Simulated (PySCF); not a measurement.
PySCF input file for borohydride (BH₄), SMILES [BH4-], charge -1, ωB97X-D3(BJ)/def2-TZVPD. 

```python
import numpy as np
from pyscf import gto, scf, dft
from pyscf.geomopt import geometric_solver

mol = gto.M(
    atom='''
    B    -0.00000000    0.00000000   -0.00000000
    H     0.70936042   -0.70936043   -0.70936042
    H    -0.70936042   -0.70936043    0.70936042
    H    -0.70936043    0.70936043   -0.70936043
    H     0.70936043    0.70936042    0.70936043
    ''',
    basis='def2-TZVPD',
    charge=-1,
    spin=0,
    max_memory=1600,
    verbose=3,
)
mf = dft.RKS(mol, xc='wb97x-d3bj').density_fit(auxbasis='def2-universal-jkfit')
mf.grids.level = 3
mf.conv_tol = 1e-9
mf.max_cycle = 100
mf.kernel()
grad = mf.nuc_grad_method()
grad.grid_response = mol.nao <= 150
conv, mol_eq = geometric_solver.kernel(grad, convergence_set='GAU_TIGHT', maxsteps=100)
print(mol_eq.tostring(format='xyz'))
mf.reset(mol_eq)
mf.kernel()
```

Program output:

```
converged SCF energy = -27.2963277367895
[banner and settings of the optimiser left out]
Geometry optimization cycle 1
Cartesian coordinates (Angstrom)
 Atom        New coordinates             dX        dY        dZ
   B   0.000000   0.000000   0.000000    0.000000  0.000000  0.000000
   H   0.709360  -0.709360  -0.709360    0.000000  0.000000  0.000000
   H  -0.709360  -0.709360   0.709360    0.000000  0.000000  0.000000
   H  -0.709360   0.709360  -0.709360    0.000000 -0.000000  0.000000
   H   0.709360   0.709360   0.709360   -0.000000  0.000000 -0.000000

WARN: Mole.unit (angstrom) is changed to Bohr

converged SCF energy = -27.2963277367897
--------------- DFRKS_Scanner gradients ---------------
         x                y                z
0 B     0.0000000009    -0.0000000025     0.0000000008
1 H    -0.0029235583     0.0029235576     0.0029235586
2 H     0.0029235586     0.0029235575    -0.0029235583
3 H     0.0029235553    -0.0029235556     0.0029235553
4 H    -0.0029235565    -0.0029235568    -0.0029235564
----------------------------------------------
cycle 1: E = -27.2963277368  dE = -27.2963  norm(grad) = 0.0101275
Step    0 : Gradient = 4.529e-03/5.064e-03 (rms/max) Energy = -27.2963277368
Hessian Eigenvalues: 5.00000e-02 5.00000e-02 5.00000e-02 ... 2.26870e-01 2.26870e-01 2.26870e-01

Geometry optimization cycle 2
Cartesian coordinates (Angstrom)
 Atom        New coordinates             dX        dY        dZ
   B  -0.000000  -0.000000   0.000000   -0.000000 -0.000000  0.000000
   H   0.716180  -0.716180  -0.716180    0.006819 -0.006819 -0.006819
   H  -0.716180  -0.716180   0.716180   -0.006819 -0.006819  0.006819
   H  -0.716180   0.716180  -0.716180   -0.006819  0.006819 -0.006819
   H   0.716180   0.716180   0.716180    0.006819  0.006819  0.006819
converged SCF energy = -27.2965754200954
--------------- DFRKS_Scanner gradients ---------------
         x                y                z
0 B     0.0000000002     0.0000000005     0.0000000001
1 H    -0.0003031139     0.0003031138     0.0003031140
2 H     0.0003031140     0.0003031139    -0.0003031140
3 H     0.0003031138    -0.0003031140     0.0003031139
4 H    -0.0003031139    -0.0003031140    -0.0003031140
----------------------------------------------
cycle 2: E = -27.2965754201  dE = -0.000247683  norm(grad) = 0.00105002
Step    1 : Displace = 1.056e-02/1.181e-02 (rms/max) Trust = 1.000e-01 (=) Grad = 4.696e-04/5.250e-04 (rms/max) E (change) = -27.2965754201 (-2.477e-04) Quality = 1.096
Hessian Eigenvalues: 5.00000e-02 5.00000e-02 5.00000e-02 ... 2.26870e-01 2.26870e-01 2.26870e-01

Geometry optimization cycle 3
Cartesian coordinates (Angstrom)
 Atom        New coordinates             dX        dY        dZ
   B  -0.000000  -0.000000  -0.000000   -0.000000 -0.000000 -0.000000
   H   0.716968  -0.716968  -0.716968    0.000789 -0.000789 -0.000789
   H  -0.716968  -0.716968   0.716968   -0.000789 -0.000789  0.000789
   H  -0.716968   0.716968  -0.716968   -0.000789  0.000789 -0.000789
   H   0.716968   0.716968   0.716968    0.000789  0.000789  0.000789
converged SCF energy = -27.2965782071988
--------------- DFRKS_Scanner gradients ---------------
         x                y                z
0 B     0.0000000001    -0.0000000002    -0.0000000001
1 H    -0.0000087453     0.0000087454     0.0000087454
2 H     0.0000087455     0.0000087454    -0.0000087455
3 H     0.0000087453    -0.0000087453     0.0000087453
4 H    -0.0000087453    -0.0000087453    -0.0000087454
----------------------------------------------
cycle 3: E = -27.2965782072  dE = -2.7871e-06  norm(grad) = 3.02949e-05
Step    2 : Displace = 1.222e-03/1.366e-03 (rms/max) Trust = 1.414e-01 (+) Grad = 1.355e-05/1.515e-05 (rms/max) E (change) = -27.2965782072 (-2.787e-06) Quality = 1.028
Hessian Eigenvalues: 5.00000e-02 5.00000e-02 5.00000e-02 ... 2.26870e-01 2.26870e-01 2.26870e-01

Geometry optimization cycle 4
Cartesian coordinates (Angstrom)
 Atom        New coordinates             dX        dY        dZ
   B  -0.000000  -0.000000   0.000000   -0.000000  0.000000  0.000000
   H   0.716992  -0.716992  -0.716992    0.000023 -0.000023 -0.000023
   H  -0.716992  -0.716992   0.716992   -0.000023 -0.000023  0.000023
   H  -0.716992   0.716992  -0.716992   -0.000023  0.000023 -0.000023
   H   0.716992   0.716992   0.716992    0.000023  0.000023  0.000023
converged SCF energy = -27.2965782095577
--------------- DFRKS_Scanner gradients ---------------
         x                y                z
0 B    -0.0000000001     0.0000000002    -0.0000000003
1 H    -0.0000001950     0.0000001951     0.0000001951
2 H     0.0000001954     0.0000001953    -0.0000001952
3 H     0.0000001953    -0.0000001951     0.0000001950
4 H    -0.0000001953    -0.0000001953    -0.0000001953
----------------------------------------------
cycle 4: E = -27.2965782096  dE = -2.35887e-09  norm(grad) = 6.76157e-07
Step    3 : Displace = 3.630e-05/4.059e-05 (rms/max) Trust = 2.000e-01 (+) Grad = 3.024e-07/3.383e-07 (rms/max) E (change) = -27.2965782096 (-2.359e-09) Quality = 1.015
Hessian Eigenvalues: 5.00000e-02 5.00000e-02 5.00000e-02 ... 2.26870e-01 2.26870e-01 2.26870e-01
Converged! =D

5
XYZ from PySCF
B          -0.00000000       -0.00000001        0.00000000
H           0.71699189       -0.71699190       -0.71699190
H          -0.71699190       -0.71699190        0.71699190
H          -0.71699190        0.71699190       -0.71699189
H           0.71699190        0.71699189        0.71699190
converged SCF energy = -27.2965782095634
```

The run converged.
